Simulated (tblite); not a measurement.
Compound: C8H6N2.
SMILES: `C1=CC=C2N=CC=NC2=C1`

Computed with GFN2-xTB (tblite): harmonic, unscaled wavenumbers at the GFN2-xTB geometry, gas phase. This tight-binding method is rough: wavenumbers can miss measured ones by several per cent, in bad cases by 10 to 20.

Harmonic wavenumbers (cm⁻¹): 136.7, 165.2, 353.5, 366.8, 415.4, 448.7, 510.9, 512.1, 577.6, 603.9, 748.1, 764.1, 798.5, 811.2, 844.2, 879.2, 910.3, 918.6, 925.1, 932.8, 1056.4, 1079.0, 1132.8, 1162.5, 1192.8, 1219.3, 1235.1, 1299.9, 1342.8, 1344.1, 1403.2, 1443.5, 1498.5, 1549.3, 1561.8, 1608.2, 3050.3, 3058.4, 3079.6, 3088.0, 3102.2, 3104.2.

A = 3222, B = 1324, C = 938.6 MHz; mass 130.053 u (most abundant isotopes); point group C2v, symmetry number 2.

Q: What is the zero-point energy?

A: ½Σν̃ = 26117 cm⁻¹ = 312.44 kJ/mol.

Q: Give the ideal-gas entropy at 200 K and 1 bar in the rigid-rotor, harmonic-oscillator model (classical rotation).

A: Translation 161.27, rotation 109.65, vibration 28.96: S = 299.9 J/(mol K).

Q: And Cp and H(200 K) − H(0)?

A: Cp = 84.83 J/(mol K), of which vibrations give 51.57 (their classical limit is 42 R = 349.2); H(200 K) − H(0) = 10.47 kJ/mol without the zero-point energy, 3.82 from vibrations.

Q: How do the functions run with temperature in this model?

A: 
```
T (K)  S (J/(mol K))  Cp (J/(mol K))  H − H(0) (kJ/mol)  G − H(0) (kJ/mol)  ln q(vib)
  100          255.6            49.4               3.88             -21.68       0.27
  300          342.4           128.3              21.11             -81.62       2.51
  500          426.9           204.5              54.85            -158.62       5.90
  800          539.4           271.8             127.41            -304.09      11.59
 1000          603.0           298.3             184.58            -418.47      15.31
```

q(vib) and H(0) count from the zero-point level.

Q: Which modes carry the vibrational entropy at 200 K?

A: 136.7 cm⁻¹: 8.78; 165.2 cm⁻¹: 7.35; 353.5 cm⁻¹: 2.49; 366.8 cm⁻¹: 2.30; 415.4 cm⁻¹: 1.75; 448.7 cm⁻¹: 1.44 J/(mol K); the other 36 give 4.85 together.

Q: Blend soft modes into free rotors: weight 1/[1 + (100 cm⁻¹/ν̃)⁴] for the oscillator and the rest for a rotor with moment μB/(μ + B), μ = h/(8π²ν), B = 10⁻⁴⁴ kg m². What vibrational entropy results?

A: 29.17 J/(mol K) in place of 28.96, which changes −T·S at 200 K by -0.04 kJ/mol.

Hindered rotation and anharmonicity are outside this model.

On one thread, Arm Neoverse V1 (aarch64), shared host with 32 logical CPUs at a one-minute load of 10, this took 0.54 s. This covers the Hessian and the dipole derivatives.
